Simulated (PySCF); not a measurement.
Correlation energy of Sc²⁺ (scandium, charge +2)

[Ar] 4s1, 2S determinant (an excited configuration). Computed with PySCF 2.14 in x2c-QZVPPall (11s7p5d3f2g, 96 functions), with the spin-free X2C one-electron Hamiltonian (Gaussian nucleus). Frozen: [Ne]; 9 electrons correlated.

```csv
level,correlation energy (mhartree)
CCSD,-250.56
(T),-6.33
CCSD(T),-256.89
```

Diagnostics: T1 = 0.0069, D1 = 0.0289, largest double amplitude 0.037.

Cost of the coupled-cluster step: roughly 40 core-seconds, for 9 correlated electrons.

Iterations:

```
CC2 = 0
CCSD nocc = (np.int64(5), np.int64(4)), nmo = (91, 91)
frozen orbitals [[0, 1, 2, 3, 4], [0, 1, 2, 3, 4]]
max_cycle = 100
direct = 0
conv_tol = 1e-08
conv_tol_normt = 1e-06
diis_space = 8
diis_start_cycle = 0
Init t2, MP2 energy = -0.227485957851797
Init E_corr(UCCSD) = -0.227485957852072
cycle = 1  E_corr(UCCSD) = -0.246130939137865  dE = -0.0186449813  norm(t1,t2) = 0.0316619
cycle = 2  E_corr(UCCSD) = -0.249540293746303  dE = -0.00340935461  norm(t1,t2) = 0.00889149
cycle = 3  E_corr(UCCSD) = -0.250627105404695  dE = -0.00108681166  norm(t1,t2) = 0.00307798
cycle = 4  E_corr(UCCSD) = -0.250562636365489  dE = 6.44690392e-05  norm(t1,t2) = 0.000236549
cycle = 5  E_corr(UCCSD) = -0.2505555860623  dE = 7.05030319e-06  norm(t1,t2) = 3.42425e-05
cycle = 6  E_corr(UCCSD) = -0.250556119535672  dE = -5.33473372e-07  norm(t1,t2) = 9.07499e-06
cycle = 7  E_corr(UCCSD) = -0.25055610603056  dE = 1.35051124e-08  norm(t1,t2) = 1.46177e-06
cycle = 8  E_corr(UCCSD) = -0.250556100488983  dE = 5.54157642e-09  norm(t1,t2) = 1.71595e-07
UCCSD converged
E(UCCSD) = -762.7915021573029  E_corr = -0.2505561004889831
UCCSD(T) correction = -0.00632718352044115
```

This basis was not built for core-valence correlation, so the inner-shell part is incomplete.
